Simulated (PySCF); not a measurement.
# UHF on Ne⁺ (neon, charge +1)

Configuration: [He] 2s2 2p5, 2P determinant. Computed with PySCF 2.14 in def2-SVP (3s2p1d, 14 functions), with the non-relativistic Hamiltonian (point nucleus).

| Quantity | Value |
| --- | --- |
| Total energy | -127.648288 hartree |
| One-electron energy | -174.7840 hartree |
| Hartree (Coulomb) energy | 58.7523 hartree |
| Exchange energy | -11.6166 hartree |
| Kinetic energy | 127.74440 hartree |
| ⟨S²⟩ | 0.7519 |
| ⟨L²⟩ | 2.005 |
| Sum of ⟨r⟩ | 6.473 bohr |
| Sum of ⟨r²⟩ | 6.937 bohr² |
| Traceless quadrupole moment −½Σ⟨3z² − r²⟩ along its main axis | 0.432 e·bohr² |
| Density at the nucleus (Gaussians lack the cusp) | 563 bohr⁻³ |
| Spin density at the nucleus | 0.684 bohr⁻³ |
| Langevin diamagnetic susceptibility | -5.49 ×10⁻⁶ cm³/mol |
| Time after the integrals | 0.05 s of wall time on 1 thread of Intel(R) Xeon(R) 6975P-C (shared host) |

```
shell  electrons  mean orbital energy (hartree)  spread (hartree)  rms radius, mean of both spins (bohr)
 1s α          1                      -33.64820                 0                                  0.183
 1s β          1                      -33.58424                 0                                  0.183
 2s α          1                       -2.70532                 0                                  0.957
 2s β          1                       -2.48194                 0                                  0.957
 2p α          3                       -1.66066           0.13168                                   1.00
 2p β          2                       -1.55547                 0                                   1.00
```
